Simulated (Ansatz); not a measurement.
Consider the ligand exchange at the Si–N bond: `BN[SiH2][SiH3]` + `O[SiH3]` → `[SiH3]O[SiH2][SiH3]` + `BN`.

Calculated with Ansatz (gas phase, PBE0-D4/def2-TZVP geometries, no zero-point term in ΔE). CCSD(T)/CBS adds triple-zeta CCSD(T) − MP2 to the extrapolated MP2 energy (def2 sets, frozen cores). This one scheme is used for every species. DFT in def2-TZVPP. B3LYP here is the variant with VWN-RPA as its local correlation; programs differ in this. Each species was taken in one conformer, which may not be the lowest.

`BN[SiH2][SiH3]`:

Z-matrix (Å, degrees):
```
Si
N 1 1.751
Si 1 2.344 2 111.0
H 1 1.490 2 109.6 3 120.2
H 1 1.483 2 107.1 3 -121.4
B 2 1.399 1 126.8 3 114.5
H 2 1.011 1 116.5 3 -63.9
H 3 1.488 1 110.6 2 -63.2
H 3 1.488 1 110.5 2 176.0
H 3 1.490 1 109.9 2 56.4
H 6 1.198 2 119.0 1 1.3
H 6 1.198 2 119.6 1 -178.7
```

`O[SiH3]`:

```xyz
6

O     0.591    0.315   -1.092
Si   -0.028   -0.041    0.392
H     0.038    0.158   -1.858
H    -1.254    0.753    0.682
H     1.033    0.298    1.367
H    -0.380   -1.483    0.509
```

`[SiH3]O[SiH2][SiH3]`:

Cartesian coordinates in Å:
```
Si 0.666 1.969 0.663
O -0.639 1.217 0.029
Si -1.264 -0.210 -0.484
Si 0.302 -1.952 -0.328
H 1.776 0.993 0.838
H 1.102 3.052 -0.253
H 0.309 2.549 1.982
H -1.707 -0.055 -1.895
H -2.459 -0.533 0.342
H 0.741 -2.151 1.080
H 1.501 -1.668 -1.162
H -0.329 -3.210 -0.813
```

`BN`:

Cartesian coordinates in Å:
```
B 0.425 0.524 0.104
N -0.437 -0.539 -0.107
H 0.572 0.940 1.217
H 1.000 1.000 -0.831
H -0.608 -0.938 -1.015
H -0.952 -0.987 0.632
```

Question: Is it downhill or uphill in electronic energy at CCSD(T)/CBS, and by how much? (Best estimate.)

Answer: Ansatz gave: Downhill: ΔE = -64.2 kJ/mol.

Question: What do these levels give: B97M-V, r2SCANh-D4, r2SCAN0-D4, PBE, BLYP, B3LYP, r2SCAN0, LC-ωPBE, MP2/def2-SVP, CCSD(T)/def2-SVP, MP2/def2-QZVPP, MP2/CBS(def2)? (Estimate.)

Answer: Computed: B97M-V -67.5, r2SCANh-D4 -66.3, r2SCAN0-D4 -66.7, PBE -59.0, BLYP -65.0, B3LYP -67.0, r2SCAN0 -66.1, LC-ωPBE -64.0, MP2/def2-SVP -63.3, CCSD(T)/def2-SVP -64.0, MP2/def2-QZVPP -63.7, MP2/CBS(def2) -63.5 kJ/mol.

Largest T1 diagnostic among the species: 0.013.

In def2-TZVPP, CCSD(T) changes the Hartree–Fock value by +10.8 kJ/mol (the triples alone add +1.7 kJ/mol) and MP2 by +11.5 kJ/mol. From BLYP to BHLYP (50 % exact exchange), in def2-TZVPP and without D4, ΔE moves by −5.6 kJ/mol.
